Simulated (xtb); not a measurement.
Harmonic IR lines of one isomer of C5H8Si, unscaled. These are xtb 6.7.1 with GFN2-xTB values and carry that method's errors.

```csv
wavenumber (cm⁻¹),relative intensity
485,12
569,3.9
619,14
748,18
762,7.2
785,22
821,11
901,3.5
1571,3.9
1635,3.4
2239,100
2991,3.9
3038,3.5
3046,8.4
3090,15
```

Q: Identify which structure gives these lines.
(A) `CC1=C[SiH2]C=C1`
(B) `CC1=CC=C[SiH2]1`
(C) `C[SiH]1C=CC=C1`

A: A, `CC1=C[SiH2]C=C1`
